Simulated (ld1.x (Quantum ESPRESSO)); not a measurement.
**PBE RRKJ dataset for technetium, scalar-relativistic all-electron reference.**

- Element: technetium
- Generator: ld1.x (Quantum ESPRESSO) 7.5
- Type: norm-conserving RRKJ (Kleinman–Bylander form)
- Functional: PBE
- Relativity: scalar-relativistic
- Frozen core: [Ar] 3d10
- Valence charge: 15
- Reference configuration: 4s2 4p6 4d5 5s0 5p0 (charge +2)
- Partial waves: 4p (bound): rc 1.50 bohr; 4d (bound): rc 1.95 bohr; 4s (bound): rc 1.70 bohr
- Local potential: the s channel
- Core correction: Bessel-smoothed model core inside 0.75 bohr

**Question.** Does the generator finish with these settings?

**Answer.** Yes, a potential is produced.

**Question.** Estimate the cutoffs (Ry, on a coarse ladder) from which the occupation-weighted sum of valence levels, in a spherical-Bessel basis at the reference potential, stays within 10 and 1 mRy of its value at 400 Ry.

**Answer.** 60 Ry and 100 Ry.

**Question.** What does a ghost test show?

**Answer.** No extra level below or beside the all-electron valence levels (p, d, s, f tested).

**Question.** Tests: 4s2 4p6 4d5 5s2 5p0; 4s2 4p6 4d5 5s1 5p0; 4s2 4p6 4d4 5s0 5p0; 4s2 4p6 4d4 5s2 5p0; 4s2 4p6 4d5 5s1.5 5p0; 4s2 4p6 4d5.5 5s1.5 5p0; 4s2 4p6 4d5 5s0 5p1. Which has the largest error in its energy relative to the reference configuration, and how large is it?

**Answer.** 4s2 4p6 4d4 5s2 5p0, with +4046 meV (all-electron minus pseudo) on -11.36 eV.
